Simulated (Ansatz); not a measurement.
The same path of FH3Si + H4OSi (11 atoms, charge 0, multiplicity 1) was run twice with different band settings. Lost on the way: Si1–H2, O6–H11. Made: Si1–O6, H2–H11.

Theory: RKS PBE0-D4/def2-SVP in Ansatz.

Relaxed end points:

```xyz
11
Properties=species:S:1:pos:R:3
Si 0.547 0.071 -0.160
H 0.143 -1.355 -0.062
H 2.007 0.208 0.104
F -0.210 0.917 1.029
H 0.199 0.673 -1.472
O -2.515 0.165 -0.147
Si -3.430 -1.116 0.403
H -2.617 -2.060 1.236
H -4.592 -0.657 1.229
H -3.930 -1.825 -0.806
H -2.067 0.701 0.522
```

```xyz
11
Properties=species:S:1:pos:R:3
Si -0.032 -0.287 -0.634
H -1.404 1.680 1.909
H 1.192 -0.643 0.124
F -0.421 1.249 -0.269
H 0.161 -0.347 -2.105
O -1.259 -1.264 -0.172
Si -2.887 -1.520 0.055
H -3.103 -2.985 0.208
H -3.347 -0.810 1.282
H -3.654 -1.023 -1.126
H -1.711 1.671 2.606
```

Common settings: spring 5.0 eV/Å²; optimiser quadratic models (default); start path through a guess of the saddle point; force threshold 0.05 eV/Å; iteration limit 60; end points relaxed.

| run | movable images | climbing image |
| --- | --- | --- |
| 1 | 5 | yes |
| 2 | 2 | no |

(1) What does each run give, and how far can it be trusted?

Answers

(1) Run 1: converged after 37 iterations, highest image 1.194 eV above the first end. Neighbouring images differ by up to 1.9 eV, so the band resolves the path poorly. A vibrational analysis at the climbing image gives one clearly imaginary mode, 1158i cm⁻¹: a first-order saddle point.
Run 2: converged after 19 iterations, highest image 0.126 eV above the first end. No image climbed, so the highest image needn't sit at the top of the path. A band with more images between the same ends climbed to 1.19 eV, so this one has probably stepped over the top. So few images can step over the top or miss a turn of the path.
The orbitals stay closed-shell, which can raise the energy where a bond breaks towards radicals; this wasn't checked here.
